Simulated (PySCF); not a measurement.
## How methods differ on the ionisation energy of Ni⁺

Ni⁺ [Ar] 3d9 (2D) → Ni²⁺ [Ar] 3d8 (3F), as a difference of total energies. Calculation: PySCF 2.14, in x2c-SVPall; the spin-free X2C one-electron Hamiltonian (Gaussian nucleus). Correlated levels: valence: [Ar] frozen. The calculations carry no spin-orbit coupling.

Order these methods by the ionisation energy they give, lowest first.
A. SCS-MP2 (valence)
B. M06-2X
C. MP2 (valence)
D. UHF

D (15.034 eV), A (17.437 eV), C (17.728 eV), B (18.249 eV).

The reference lies between the lowest fine-structure levels, while these numbers refer to the centres of the terms.

Errors of the correlated levels include the incompleteness of this basis and the frozen core.

For comparison: 18.169 eV (measured; NIST Atomic Spectra Database, ionization energies).
